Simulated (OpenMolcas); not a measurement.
An OpenMolcas run meant for Sc+ (ANO-RCC-VTZP, X2C; inactive shells 1s 2s 2p 3s 3p; intended active space 2 electrons in 6 orbitals (3d 4s)). One step of its input:

```
&RASSCF
FileOrb=start.orb
Symmetry=1
Spin=3
nActEl=2 0 0
Inactive=3 6
Ras2=6 0
CIRoot=15 15 1
SDav=15
CIMx=300
Iter=71 100
PrWF=0.3
OrbListing=Nothing
MaxOrb=0
Atom
Thrs=1.0e-3 5.0e-1 5.0e-1
```

The run finished. Its levels beside those of a sound run (CASSCF), in cm-1 above each run's lowest level:

```
    Level  This run  Usual run
3d 4s 3D1       0.0        0.0
3d 4s 3D2      62.4       62.4
3d 4s 3D3       159        159
3d 4s 1D2      4721       4727
  3d2 3F2      5488       5488
  3d2 3F3      5581       5581
  3d2 3F4      5708       5708
  3d2 3P0     15418      15417
  3d2 3P1     15452      15451
  3d2 3P2     15484      15485
  3d2 1D2     15718      15728
  4s2 1S0     17564      17521
  3d2 1G4     17805      17802
  3d2 1S0     38337      38319
```

Task: Which setting is unsound, and how much does it matter here?

Result: The convergence thresholds are far too loose, so the orbitals stop early. Against the sound run the excited levels shown move by 6.4 cm-1 on average and by 43 cm-1 at most.

Without dynamic correlation excited terms often stand tens of per cent too high (terms of higher spin than the ground term too low), and those without a measured partner can miss by more than the paired ones. A single d shell beside an s shell can misplace configurations of different d count against each other. Levels of configurations outside the active space are missing.
